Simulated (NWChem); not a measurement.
# C4H4ClF; SMILES C(=C)/C=C(/Cl)F

```xyz
10

C      0.4813    -3.1083     0.0000
C     -0.1860    -1.9306     0.0000
C      0.4590    -0.6310     0.0000
C     -0.2184     0.5416     0.0000
F     -1.5522     0.6036     0.0000
Cl     0.5195     2.1023     0.0000
H      1.5829    -3.1447     0.0000
H     -0.0551    -4.0684     0.0000
H     -1.2889    -1.9327     0.0000
H      1.5574    -0.5735     0.0000
```
Atoms are numbered in this order, from 1.

Level: PBE-D3(BJ)/def2-SVP (NWChem), optimised geometry, unscaled harmonic frequencies. 

**Question.** List the harmonic frequencies with IR intensities, and the thermochemistry.

**Answer.** 
| frequency (cm⁻¹) | IR intensity (km/mol) |
|---|---|
| 138 | 0.0 |
| 155 | 1.5 |
| 195 | 0.3 |
| 343 | 2.6 |
| 402 | 2.5 |
| 457 | 2.9 |
| 523 | 0.7 |
| 660 | 10.0 |
| 820 | 59.9 |
| 836 | 1.1 |
| 879 | 41.6 |
| 939 | 25.3 |
| 996 | 17.9 |
| 1054 | 96.1 |
| 1177 | 14.3 |
| 1247 | 34.3 |
| 1289 | 36.9 |
| 1390 | 21.2 |
| 1626 | 19.2 |
| 1671 | 162.0 |
| 3079 | 3.5 |
| 3101 | 3.2 |
| 3139 | 3.0 |
| 3183 | 5.5 |

```json
{
  "zero_point_energy": "41.9 kcal/mol",
  "thermal correction to the enthalpy at 298.15 K (with zero-point energy)": "46.4 kcal/mol",
  "heat capacity Cv": "21.8 cal/(mol K)",
  "entropy at 298.15 K and 1 atm (symmetry number 1)": "80.0 cal/(mol K)",
  "dipole_moment": "0.80 D"
}
```

Rigid rotor and harmonic oscillator.
